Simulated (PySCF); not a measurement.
Isomers of C3H11NSn, mass 180.991 u with the commonest isotopes. Theory: PBE0-D3(BJ)/def2-SVP geometry optimisation, gas phase, def2 core potentials past Kr in PySCF. One conformer each, none proved a minimum here; rigid rotors. Atoms past krypton carry def2 core potentials.

Question: Order these by rotational constant B, smallest first.
A. `[CH3][Sn]([CH3])([CH3])[NH2]` (Sn(NH2)Me3)
B. SnHMe2(NHMe) (`[H][Sn]([CH3])([CH3])[NH]C`)
C. `[H][Sn]([H])([CH3])[N](C)C` (SnH2Me(NMe2))
D. SnH3(NHiPr), `[H][Sn]([H])([H])[NH]C(C)C`

Answer: D (1285 MHz), C (1630 MHz), B (2022 MHz), A (2505 MHz).

Question: Order these by rotational constant C, smallest first.
A. Sn(NH2)Me3, `[CH3][Sn]([CH3])([CH3])[NH2]`
B. SnHMe2(NHMe) (`[H][Sn]([CH3])([CH3])[NH]C`)
C. SnH2Me(NMe2) (`[H][Sn]([H])([CH3])[N](C)C`)
D. `[H][Sn]([H])([H])[NH]C(C)C` (SnH3(NHiPr))

Answer: D (1204 MHz), B (1533 MHz), C (1591 MHz), A (2370 MHz).

Question: Order these by dipole moment, smallest first.
A. SnHMe2(NHMe), `[H][Sn]([CH3])([CH3])[NH]C`
B. `CC(C)[NH][SnH3]` (SnH3(NHiPr))
C. SnH2Me(NMe2) (`[H][Sn]([H])([CH3])[N](C)C`)

Answer: B (0.78 D), C (1.12 D), A (1.33 D).

```json
{"SMILES": "[H][Sn]([H])([H])[NH]C(C)C", "point group": "C1", "Ia (u·Å²)": "90.88", "Ib (u·Å²)": "393.30", "Ic (u·Å²)": "419.78", "κ": "-0.96", "μa (D)": "0.50", "μb (D)": "0.54", "μc (D)": "0.25"}
{"SMILES": "[H][Sn]([H])([CH3])[N](C)C", "point group": "–", "Ia (u·Å²)": "118.90", "Ib (u·Å²)": "310.11", "Ic (u·Å²)": "317.64", "κ": "-0.97", "μa (D)": "0.61", "μb (D)": "0.93", "μc (D)": "0.08"}
{"SMILES": "[CH3][Sn]([CH3])([CH3])[NH2]", "point group": "near Cs", "Ia (u·Å²)": "200.64", "Ib (u·Å²)": "201.76", "Ic (u·Å²)": "213.23", "κ": "0.81", "μa (D)": "1.20", "μb (D)": "0.25", "μc (D)": "0.09"}
{"SMILES": "[H][Sn]([CH3])([CH3])[NH]C", "point group": "C1", "Ia (u·Å²)": "133.50", "Ib (u·Å²)": "249.88", "Ic (u·Å²)": "329.60", "κ": "-0.57", "μa (D)": "0.63", "μb (D)": "0.56", "μc (D)": "1.03"}
```
